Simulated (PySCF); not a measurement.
Worked example: entropy of an ideal gas

Ga(H)(Br)(OH) (BrGaH2O), SMILES [OH][GaH][Br].

Coordinates come from a TPSSh-D3(BJ)/def2-SVP optimisation. Other conformers were not sampled.

PySCF with TPSSh-D3(BJ)/def2-SVP gives the harmonic wavenumbers 151, 310, 353, 451, 592, 710, 803, 2028, 3800 cm⁻¹ and the rotational temperatures 0.7148, 0.0908, 0.0806 K. The molar mass is 167.64 g/mol, the symmetry number 1, the spin multiplicity 1.

Q: Work out the entropy at 298.15 K and 1 atm in the rigid-rotor, harmonic-oscillator model.

A: 
Translation (Sackur–Tetrode at 1 atm): S = R[1.5 ln M + 2.5 ln T − 1.16487] = 172.6 J/(mol K).
Rotation: q = (√π/σ) T^1.5/√(θA θB θC) = 126000, S = R[ln q + 3/2] = 110.1 J/(mol K).
Vibration: with u = 1.4388 ν/T, each mode gives R[u/(e^u − 1) − ln(1 − e^−u)]:
```tsv
ν (cm⁻¹)	modes	u	S (J/(mol K))
151	1	0.73	11.13
310	1	1.50	5.70
353	1	1.70	4.82
451	1	2.18	3.32
592	1	2.86	1.94
710	1	3.43	1.23
803	1	3.88	0.86
2028	1	9.79	0.01
```
The stiffer modes add less than 0.005 each. Sum 29.0 J/(mol K).
Spin: R ln 1 = 0.0 J/(mol K).
Total 311.8 J/(mol K); the program's own thermochemistry gives 311.8. Translation makes up 55 % and vibration 9 %. Anharmonicity, hindered rotation and orbital degeneracy are left out.
